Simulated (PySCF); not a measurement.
## Spectroscopy problems

- spin–spin couplings from B3LYP/pcJ-1 (spin–dipole term left out of most H,H and C,H couplings)
- GFN2-xTB geometry
- GIAO PBE0/pcSseg-1 shieldings
- run in PySCF 2.14
- isolated molecule, relativity neglected, one computed conformer, one averaged value for each set of equivalent atoms

References, each an isolated molecule treated in the same way: TMS for $^{1}$H (σref 31.72), $^{13}$C (σref 186.93). Multiplet labels drop J under 1 Hz and among equivalent protons, and merge close values. Unscaled 3J(H,H) run several per cent high. Splittings of carbon signals by F and P are missing where no couplings were computed. Where no couplings were computed, multiplicities follow the n + 1 count of equivalent neighbours, and m marks all less simple cases (inequivalent or close neighbours, rings, F or P nearby). Shifts are as computed. Against solution values, carbons near 30 ppm lie about +3 ppm off and those near 130 ppm about +5 ppm. Of 1211 compounds with measured shifts, 218 miss one by over three times the rms of a fit or turn the order of signals round; such compounds aren't used in these exercises. OH and NH positions are gas-phase values without hydrogen bonding to other molecules.

**Question.** C₃H₉FN₂Si₂. $^{1}$H NMR (400 MHz, computed): δ 10.19 (br s, 1H), 8.56 (d, 1H), 6.55 (m, 1H), 5.25 (m, 2H), 5.11 (m, 1H), 4.87 (s, 3H). $^{13}$C{$^{1}$H} NMR (computed): δ 166.9 (CH), 144.9 (CH), 117.0 (CH). What is it?

**Answer.** `[H]/N=C\C=C/N([SiH3])[SiH2]F`. The formula gives 2 degrees of unsaturation (no ring in the answer). 3 carbon signals for 3 carbons: no two carbons are equivalent. Carbon types of the structure: 3 × CH, leaving 6 H on heteroatoms. δC 166.9: C=N carbon. δC 144.9: alkene carbon bearing nitrogen; an sp2 carbon further deshielded by the attached heteroatom. δH 10.19: hydrogen on an imine nitrogen; labile proton, position sensitive to the medium. δH 8.56: hydrogen on a C=N carbon.

The shifts were computed for this structure.

**Question.** C₇H₁₁F. $^{1}$H NMR (600 MHz, computed): δ 5.54 (m, 1H), 2.22 (m, 1H), 2.06 (m, 1H), 1.60 (m, 1H), 1.28 (m, 1H), 1.06 (d, 3H), 1.04 (m, 1H), 0.64 (m, 1H), 0.42 (m, 1H). $^{13}$C{$^{1}$H} NMR (computed): δ 99.7, 38.5, 36.4, 26.7, 25.5, 20.1, 4.9. Give a structure.

**Answer.** `InChI=1S/C7H11F/c1-4-2-7(8)6-3-5(4)6/h4-7H,2-3H2,1H3/t4-,5-,6-,7+/m1/s1`. The formula gives 2 degrees of unsaturation (2 rings in the answer). 7 carbon signals for 7 carbons: no two carbons are equivalent. Carbon types of the structure: 4 × CH, 2 × CH2, 1 × CH3, which accounts for all hydrogens. δC 99.7: sp3 CH bonded to F; pulled downfield by the heteroatom. δC 38.5: sp3 CH2 in a ring; aliphatic region, no heteroatom directly attached. δC 20.1: methyl carbon; a saturated carbon with 1 carbon neighbour and no heteroatom attached. δH 1.06: hydrogen on a methyl carbon; far from electronegative atoms and π systems.

This is the structure that produced the data.

**Question.** C₅H₅N. $^{1}$H NMR (500 MHz, computed): δ 7.95 (ddd, J = 15.3, 8.0, 1.5 Hz, 1H), 7.38 (dq, J = 2.8, 1.4 Hz, 1H), 6.28 (dd, J = 15.3, 1.2 Hz, 1H), 5.82 (dd, J = 8.0, 1.5 Hz, 1H), 3.24 (d, J = 2.8 Hz, 1H). $^{13}$C{$^{1}$H} NMR (computed): δ 150.3 (CH), 142.9 (CH), 132.0 (CH2), 97.1 (CH), 79.5 (C). Identify the compound.

**Answer.** `C#C/C=N\C=C`. The formula gives 4 degrees of unsaturation (no ring in the answer). 5 carbon signals for 5 carbons: no two carbons are equivalent. Carbon types of the structure: 1 × C, 3 × CH, 1 × CH2, which accounts for all hydrogens. δC 150.3: alkene CH; an sp2 carbon of a C=C bond. δC 132.0: terminal =CH2 carbon; an sp2 carbon of a C=C bond. δC 97.1: terminal alkyne carbon; sp carbons lie upfield of alkene carbons because the cylindrical π system leaves one tensor component strongly shielded. δC 79.5: alkyne carbon; sp carbons lie upfield of alkene carbons because the cylindrical π system leaves one tensor component strongly shielded. The protons at 7.95 and 6.28 share a coupling of 15.3 Hz (vicinal, trans across C=C). The protons at 7.95 and 5.82 share a coupling of 8.0 Hz (vicinal, cis across C=C).

The data come from this structure; uniqueness wasn't tested.
